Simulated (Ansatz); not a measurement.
Ag₂Se. The state is a triplet with charge 0. Geometry r2SCAN-D4/def2-TZVP; atoms count from 1.

```xyz
3

Ag   -0.5266   -0.7181    1.2372
Ag    1.2247   -0.4781   -0.7715
Se   -0.6981    1.1962   -0.4657
```

In the def2 sets Ag takes a core potential; there is no spin–orbit coupling. At PBE0-D4/def2-TZVP a singlet of charge 0 lies 1.26 eV below the triplet, each at its own geometry. The structure comes from a short search, and lower isomers may exist.

**Question.** Estimate the Mulliken populations from the PBE0/def2-TZVP orbitals of Ansatz.

**Answer.** 
```csv
atom,charge (e),spin (α − β),d electrons
Ag1,0.11,0.38,9.90
Ag2,0.11,0.38,9.90
Se3,-0.21,1.25,–
```
Mulliken values and Mayer orders depend strongly on the basis.

**Question.** Where does the spin sit?

**Answer.** Summed by element: Ag 0.75, Se 1.25, of 2 unpaired in all. Largest on single atoms: Se3 1.25, Ag1 0.38, Ag2 0.38.

**Question.** And the Mayer bond orders between bonded heavy atoms (over 0.3)?

**Answer.** Ag1–Ag2 0.63 (2.68 Å); Ag1–Se3 0.68 (2.57 Å); Ag2–Se3 0.68 (2.57 Å).
